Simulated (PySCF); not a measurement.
PySCF 2.14 output of an unrestricted B2PLYP calculation on a single atom or ion in aug-cc-pVDZ-DK (6s5p3d, 36 functions), with the spin-free X2C one-electron Hamiltonian (Gaussian nucleus):

```
SCF conv_tol = 1e-09
number electrons alpha = 17  beta = 15
    A. D. Becke.,  Phys. Rev. A 38, 3098 (1988)
    C. Lee, W. Yang, and R. G. Parr.,  Phys. Rev. B 37, 785 (1988)
    B. Miehlich, A. Savin, H. Stoll, and H. Preuss.,  Chem. Phys. Lett. 157, 200 (1989)
cycle= 1 E= -2259.38402235117  delta_E= -0.00333  |g|= 0.0166  |ddm|= 0.241
cycle= 2 E= -2259.38413005814  delta_E= -0.000108  |g|= 0.00441  |ddm|= 0.0551
cycle= 3 E= -2259.3841368046  delta_E= -6.75e-06  |g|= 0.00065  |ddm|= 0.00997
cycle= 4 E= -2259.38413719319  delta_E= -3.89e-07  |g|= 2.91e-05  |ddm|= 0.00214
cycle= 5 E= -2259.38413719446  delta_E= -1.27e-09  |g|= 3.85e-06  |ddm|= 0.000193
cycle= 6 E= -2259.38413719449  delta_E= -2.64e-11  |g|= 2.35e-07  |ddm|= 3.51e-05
converged SCF energy = -2259.38413719449  <S^2> = 2.0025023  2S+1 = 3.0016677
```

The run itself started from symmetry-adapted Hartree-Fock orbitals and held the occupation by maximum overlap, on a logarithmic radial grid, so the iterations belong to that start.

Task: Which element, charge and spin multiplicity is this?

Result: As⁺ (arsenic, charge +1), multiplicity 3; the state was [Ar] 3d10 4s2 4p1 4d1, one real determinant (an excited configuration). The SCF energy lacks the PT2 part of the double hybrid.

⟨L²⟩ = 8.01 against 12 for a pure F term, so this real determinant mixes terms. The outer electron is Rydberg-like, and this basis confines it to a smaller radius and binds it less than a complete one would.
